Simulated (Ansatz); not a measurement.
C2H6FGeN can be A, `N/C(F)=[CH]/[GeH3]`, or B, `C[N](C)[Ge][F]`.

Gas-phase electronic energies from Ansatz, PBE0-D4/def2-TZVP geometries. CCSD(T)/CBS is the MP2 limit (def2-TZVPP, def2-QZVPP) plus CCSD(T) − MP2 in def2-TZVPP, frozen cores. Functionals use def2-TZVPP. B3LYP here is the variant with VWN-RPA as its local correlation; programs differ in this. For Ge outer-core shells are correlated without core-valence functions, which leaves a few kJ/mol of doubt a bond. Scalar relativity is left out up to krypton. Each species was taken in one conformer, which may not be the lowest.

A:

Z-matrix (Å, degrees):
```
Ge
C 1 1.924
H 1 1.538 2 107.8
H 1 1.538 2 111.6 3 119.7
H 1 1.540 2 111.8 3 -119.1
C 2 1.331 1 123.1 3 -170.7
H 2 1.083 1 119.6 3 8.0
F 6 1.341 2 120.3 1 -3.0
N 6 1.368 2 130.0 1 173.6
H 9 1.006 6 115.2 2 15.3
H 9 1.008 6 115.0 2 150.9
```

B:

```xyz
11

C    -0.293   -1.098   -0.276
N     0.070    0.173    0.300
C     0.238    1.231   -0.665
Ge    0.322    0.535    2.067
F    -0.021   -1.099    2.662
H    -1.242   -1.024   -0.823
H    -0.398   -1.847    0.507
H     0.472   -1.438   -0.987
H    -0.687    1.409   -1.229
H     0.511    2.166   -0.166
H     1.027    0.992   -1.389
```

Which isomer does CCSD(T)/CBS put lower? Give the gap. (An estimate is asked.)

The calculation gave: B, by 48.8 kcal/mol.

Give E(B) − E(A) in kcal/mol with MP2/def2-TZVPP, CCSD(T)/def2-SVP, B3LYP, r2SCAN-D4, CCSD/def2-TZVPP, ωB97M-V, CCSD(T)/def2-TZVPP. (Best estimate.)

Computed: MP2/def2-TZVPP -47.1, CCSD(T)/def2-SVP -46.0, B3LYP -48.7, r2SCAN-D4 -44.4, CCSD/def2-TZVPP -45.1, ωB97M-V -47.2, CCSD(T)/def2-TZVPP -45.3. None reverses the order clearly.

Does the order hold for the free energy at 298.15 K (harmonic terms from PBE0-D4)? (Best estimate.)

The calculation gave: Yes: G(B) − G(A) = -42.2 kcal/mol, for one conformer each. Modes under 60 cm⁻¹, often nearly free rotors, make the harmonic entropy too high.

Largest T1 diagnostic: 0.015.

From BLYP to BHLYP (50 % exact exchange), in def2-TZVPP and without D4, E(B) − E(A) moves by +3.9 kcal/mol. The D4 term adds −1.1 kcal/mol with B3LYP and −0.6 kcal/mol with PBE0; it sums over pairs of atoms, weighted by their polarisabilities, and B3LYP, whose exchange is more repulsive, gets the larger term.
